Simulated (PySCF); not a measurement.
Computed IR spectrum (relative IR intensity) of a molecule C4H9O, multiplicity 2. Geometry: PBE-D3(BJ)/def2-SVP. The values are those of a single conformer. Level of theory: PySCF with PBE-D3(BJ)/def2-SVP. Harmonic, unscaled wavenumbers; measured fundamentals usually lie a few per cent lower.

Lines under 2 % of the strongest are left out, and lines within 2 cm⁻¹ are merged.

ν (cm⁻¹): 73 (w), 326 (m), 341 (vs), 394 (w), 435 (vw), 453 (m), 535 (s), 759 (vw), 874 (m), 892 (m), 907 (vw), 956 (m), 971 (w), 1093 (vs), 1158 (w), 1229 (m), 1295 (s), 1326 (m), 1336 (w), 1379 (w), 1395 (vw), 1418 (w), 2966 (m), 2975 (m), 3053 (m), 3068 (w), 3073 (w), 3077 (m), 3086 (m), 3194 (w), 3676 (m) (against the strongest line: vs over 80 %, s over 45 %, m over 15 %, w over 4 %, vw less)

Problem. Identify the compound among the candidates.
A) [CH2]C(C)(C)O
B) C[CH]CCO
C) C[CH]OCC
D) CCCC[O]

Solution. A, [CH2]C(C)(C)O
